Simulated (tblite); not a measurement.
Record of a relaxation.

Compound: C7H12BFSi.
SMILES with atom numbers: `[CH3:1][B:2]([CH3:3])[C:4]#[C:5][C@@:6]1([SiH3:7])[CH2:8][C@H:9]1[F:10]` (hydrogens: H11, H12, H13 on C1; H14, H15, H16 on C3; H17, H18, H19 on Si7; H20, H21 on C8; H22 on C9)

Computed with GFN2-xTB (tblite), gas phase: L-BFGS steps from a force-field or distance-geometry start until the largest atomic force falls under 0.01 eV/Å. 4 of its 49 geometries are shown.

Step 0: E = -780.8883 eV, largest atomic force 1.976 eV/Å
```
atom  x, y, z in Å  |  force x, y, z in eV/Å
C1      3.301    0.938   -0.049   -0.333  -0.129   0.168
B2      2.327   -0.314    0.079   -0.319  -0.053   0.057
C3      2.948   -1.778    0.290   -0.813   0.128  -0.209
C4      0.810   -0.113    0.019    1.281  -0.182   0.068
C5     -0.385    0.034   -0.013   -1.961   0.115  -0.212
C6     -1.844    0.224   -0.081    1.414   0.533   0.208
Si7    -2.946   -1.284   -0.094   -0.170  -0.845   0.181
C8     -2.352    1.450    0.674   -0.433   0.054  -0.714
C9     -2.324    1.435   -0.853   -0.051   0.140   1.317
F10    -1.340    2.251   -1.369   -0.939  -0.352  -0.392
H11     3.075    1.659    0.767    0.279  -0.320  -0.663
H12     4.350    0.618    0.018   -0.320   0.404  -0.073
H13     3.115    1.435   -1.017    0.238  -0.043   0.552
H14     3.589   -2.027   -0.582   -0.329  -0.005   0.758
H15     3.540   -1.791    1.218   -0.123  -0.167  -0.543
H16     2.121   -2.524    0.375    0.884   0.311  -0.067
H17    -4.356   -0.872   -0.145    0.098   0.069  -0.002
H18    -2.716   -2.074    1.133   -0.025   0.203  -0.173
H19    -2.630   -2.108   -1.260    0.006   0.041  -0.045
H20    -3.378    1.362    1.096    1.153   0.321   0.032
H21    -1.592    2.108    1.135   -0.844  -0.563  -0.107
H22    -3.325    1.392   -1.344    1.306   0.341  -0.140
```

Step 16: E = -781.2646 eV, largest atomic force 0.058 eV/Å
```
atom  x, y, z in Å  |  force x, y, z in eV/Å
C1      3.259    0.919   -0.046   -0.001   0.004  -0.005
B2      2.282   -0.317    0.084    0.027  -0.011   0.006
C3      2.885   -1.764    0.285    0.008  -0.013   0.009
C4      0.794   -0.114    0.026    0.036  -0.001   0.008
C5     -0.407    0.030   -0.011    0.016  -0.012   0.004
C6     -1.816    0.231   -0.062   -0.043  -0.038   0.008
Si7    -2.911   -1.318   -0.096   -0.010  -0.008  -0.006
C8     -2.345    1.456    0.669    0.006   0.027  -0.016
C9     -2.305    1.444   -0.816   -0.013   0.035   0.019
F10    -1.401    2.246   -1.443   -0.030  -0.016   0.002
H11     3.068    1.655    0.733   -0.030   0.011   0.023
H12     4.310    0.644    0.012    0.002   0.002  -0.002
H13     3.105    1.443   -0.988   -0.030   0.000  -0.020
H14     3.545   -2.014   -0.545    0.013  -0.004   0.006
H15     3.506   -1.788    1.181    0.015  -0.004  -0.010
H16     2.150   -2.558    0.374   -0.056  -0.011  -0.006
H17    -4.300   -0.849   -0.150   -0.008   0.000  -0.008
H18    -2.689   -2.065    1.139    0.032  -0.016   0.019
H19    -2.601   -2.112   -1.281    0.036  -0.005  -0.014
H20    -3.304    1.391    1.162    0.024   0.021  -0.010
H21    -1.618    2.076    1.175   -0.020   0.005  -0.026
H22    -3.215    1.384   -1.403    0.029   0.034   0.020
```

Step 32: E = -781.2710 eV, largest atomic force 0.018 eV/Å
```
atom  x, y, z in Å  |  force x, y, z in eV/Å
C1      3.227    0.927   -0.045    0.000  -0.008   0.001
B2      2.279   -0.331    0.094   -0.001  -0.003  -0.001
C3      2.871   -1.785    0.286    0.005   0.002   0.001
C4      0.792   -0.129    0.044    0.003   0.013  -0.008
C5     -0.407    0.034   -0.004   -0.001   0.004   0.008
C6     -1.816    0.243   -0.054   -0.006  -0.009  -0.006
Si7    -2.881   -1.326   -0.097   -0.003  -0.007   0.000
C8     -2.329    1.480    0.670    0.003   0.005  -0.010
C9     -2.301    1.455   -0.813    0.002  -0.006  -0.006
F10    -1.395    2.241   -1.459   -0.007   0.009   0.010
H11     3.016    1.659    0.733   -0.007  -0.006  -0.001
H12     4.287    0.688    0.002    0.000  -0.010   0.001
H13     3.042    1.440   -0.989   -0.007  -0.004   0.004
H14     3.526   -2.042   -0.545    0.002   0.003  -0.002
H15     3.491   -1.828    1.181    0.003   0.002   0.000
H16     2.115   -2.563    0.368    0.003   0.001  -0.001
H17    -4.279   -0.889   -0.164    0.008  -0.015   0.005
H18    -2.632   -2.081    1.131   -0.002   0.011   0.000
H19    -2.525   -2.106   -1.281    0.003   0.012   0.002
H20    -3.284    1.431    1.171    0.009   0.006  -0.005
H21    -1.591    2.097    1.161   -0.007   0.004   0.008
H22    -3.217    1.405   -1.390    0.001  -0.003   0.000
```

Step 48: E = -781.2715 eV, largest atomic force 0.010 eV/Å
```
atom  x, y, z in Å  |  force x, y, z in eV/Å
C1      3.223    0.920   -0.044   -0.001  -0.001   0.000
B2      2.275   -0.337    0.093    0.003   0.000   0.000
C3      2.872   -1.788    0.285    0.002   0.001  -0.001
C4      0.788   -0.132    0.043    0.006   0.008   0.000
C5     -0.409    0.039   -0.002    0.003   0.001   0.001
C6     -1.818    0.249   -0.053   -0.001   0.000  -0.005
Si7    -2.874   -1.326   -0.095   -0.001  -0.005   0.000
C8     -2.333    1.485    0.668   -0.004   0.006   0.001
C9     -2.303    1.459   -0.815    0.001   0.003   0.001
F10    -1.398    2.249   -1.457   -0.001   0.001  -0.005
H11     3.012    1.651    0.736   -0.001   0.001  -0.001
H12     4.283    0.682    0.002   -0.004  -0.008   0.001
H13     3.037    1.435   -0.987   -0.002   0.002   0.002
H14     3.528   -2.040   -0.547   -0.001  -0.004   0.000
H15     3.494   -1.827    1.179   -0.001  -0.004  -0.002
H16     2.120   -2.570    0.366    0.006  -0.001   0.000
H17    -4.279   -0.911   -0.161    0.006   0.001  -0.001
H18    -2.619   -2.072    1.136    0.002  -0.002  -0.004
H19    -2.506   -2.095   -1.282   -0.002  -0.004   0.006
H20    -3.288    1.438    1.168   -0.009  -0.002   0.001
H21    -1.598    2.105    1.160   -0.001   0.005   0.001
H22    -3.217    1.406   -1.395    0.001   0.001   0.004
```

Problem. Summarise the path.

Solution. The energy falls by 36.97 kJ/mol from step 0 to step 48; nine tenths of that is first reached at step 5. It falls at every step. The largest force goes from 1.976 to 0.010 eV/Å. Among the bonds C5–C6 changes most, from 1.473 to 1.425 Å; the atoms move by 0.080 Å rms after alignment.

Problem. Follow the three bonds and two angles with the largest change from start to end.

Solution. 
```tsv
step	E above end (kJ/mol)	largest force (eV/Å)	C5–C6 (Å)	C8–C9 (Å)	C8–H20 (Å)	F10–C9–H22 (°)	H20–C8–H21 (°)
0	36.97	1.976	1.473	1.527	1.113	119.9	121.5
2	11.17	0.988	1.424	1.463	1.073	114.7	118.6
4	4.54	0.355	1.439	1.471	1.075	112.3	117.1
6	2.20	0.175	1.431	1.482	1.081	109.5	115.3
8	1.45	0.138	1.427	1.486	1.082	108.9	114.6
10	1.11	0.090	1.429	1.483	1.080	109.2	114.3
13	0.86	0.069	1.429	1.483	1.079	109.7	114.3
15	0.72	0.065	1.425	1.485	1.080	109.9	114.5
17	0.60	0.057	1.424	1.485	1.080	109.8	114.8
19	0.52	0.050	1.425	1.483	1.079	109.7	114.9
21	0.43	0.051	1.426	1.482	1.079	109.6	114.8
23	0.33	0.070	1.425	1.484	1.080	109.7	114.7
25	0.23	0.054	1.425	1.485	1.080	109.7	114.5
27	0.16	0.050	1.425	1.484	1.079	109.7	114.5
29	0.10	0.057	1.426	1.483	1.079	109.6	114.6
31	0.06	0.027	1.426	1.483	1.079	109.6	114.7
33	0.05	0.017	1.425	1.484	1.080	109.7	114.7
35	0.04	0.021	1.425	1.484	1.080	109.7	114.6
38	0.03	0.018	1.425	1.483	1.079	109.7	114.6
40	0.02	0.013	1.425	1.484	1.079	109.7	114.6
42	0.02	0.010	1.425	1.484	1.080	109.7	114.7
44	0.01	0.014	1.426	1.484	1.080	109.7	114.7
46	0.00	0.013	1.426	1.483	1.079	109.7	114.7
48	0.00	0.010	1.425	1.484	1.079	109.7	114.6
```

What follows is the cost of the whole relaxation. Hardware: Arm Neoverse N1, one thread, shared host with 64 logical CPUs at a one-minute load of 61. Cost: 0.74 s of wall time.
